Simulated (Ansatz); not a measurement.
A CCSD(T) single point on CH₈NOScSi, SMILES `[CH3][Sc]([NH2])[O][SiH3]`.

```yaml
crystal:
  periodic: [false, false, false]
  atoms:
    - {symbol: C, position_ang: [-2.039087, 0.286186, 1.326041]}
    - {symbol: Sc, position_ang: [0.056994, 0.234773, 0.668752]}
    - {symbol: N, position_ang: [1.462512, 0.756749, 1.957533]}
    - {symbol: O, position_ang: [0.489037, -0.318591, -1.094339]}
    - {symbol: Si, position_ang: [0.815706, -0.797960, -2.613367]}
    - {symbol: H, position_ang: [-2.167526, 0.830790, 2.270588]}
    - {symbol: H, position_ang: [-2.437797, -0.724594, 1.490259]}
    - {symbol: H, position_ang: [-2.702448, 0.757873, 0.589657]}
    - {symbol: H, position_ang: [1.291544, 1.058711, 2.909967]}
    - {symbol: H, position_ang: [2.463888, 0.777496, 1.811689]}
    - {symbol: H, position_ang: [0.636946, -2.270824, -2.748226]}
    - {symbol: H, position_ang: [-0.090249, -0.125538, -3.586174]}
    - {symbol: H, position_ang: [2.220481, -0.465082, -2.982390]}
basis:
  gaussian: {orbitals: def2-TZVPP}
correlation: {method: ccsd_t}
output: {orbitals: {seedname: orbitals}}
```

```sh
$ ansatz run in.yaml --threads 2 --pin off --events-out ev --progress --plain --max-ram 32768MiB --backend cuda --devices 0, --max-vram 18GiB
```

Log, shortened:

```
Functional definition: HF
1854 factors; integrals over basis functions are off by at most 1.1e-3 eV
mean field evaluation 1: about -33209.9827 eV, gradient 6.6e1 eV
mean field evaluation 2: about -33210.1559 eV, gradient 6.6e1 eV
mean field evaluation 4: about -33218.8337 eV, gradient 5.2e0 eV
mean field evaluation 8: about -33218.9641 eV, gradient 7.3e-1 eV
mean field evaluation 16: about -33218.9671 eV, gradient 1.9e-6 eV
mean field -33218.96709518 eV, -1220.7745241233 hartree, gradient 1.8e-6 eV, S^2 0.000000; 0 other end points of the search recorded, 0 dependent functions left out
13 core orbitals not correlated: weight in the atoms' cores, before any rotation towards them, 1.000 or more for the frozen orbitals, at most 0.000 for the correlated occupied ones
reference -33218.96709518 eV, -1220.7745241233 hartree; 19, 19 occupied and 279, 279 virtual orbitals, 1854 factors
second order -28.88034133 eV of doubles, -0.00000000 eV of singles
cycle   1  -29.47327808 eV  change   -5.9e-1 eV  update   1.3e-1
cycle   2  -30.14175213 eV  change   -6.7e-1 eV  update   4.6e-2
cycle   3  -30.36221737 eV  change   -2.2e-1 eV  update   2.6e-2
cycle   4  -30.35539450 eV  change    6.8e-3 eV  update   7.0e-3
cycle   5  -30.34854129 eV  change    6.9e-3 eV  update   3.6e-3
cycle   6  -30.34987333 eV  change   -1.3e-3 eV  update   1.3e-3
cycle   7  -30.34950745 eV  change    3.7e-4 eV  update   5.0e-4
cycle   8  -30.34942680 eV  change    8.1e-5 eV  update   2.0e-4
cycle   9  -30.34953875 eV  change   -1.1e-4 eV  update   9.4e-5
cycle  10  -30.34953674 eV  change    2.0e-6 eV  update   4.4e-5
perturbative correction -1.13750674 eV, -0.0418026017 hartree
Total energy: -33250.45413866 eV, -1221.9316516284 hartree
```

It took 7.5 s on 2 threads of an AMD EPYC 7R13 on a shared host and a share of an NVIDIA H100 80 GB, with 0.86 GiB of host memory at the peak.

MP2 recovers 91.7 % of the CCSD(T) correlation energy and the triples give 3.6 %; T1 = 0.0139.
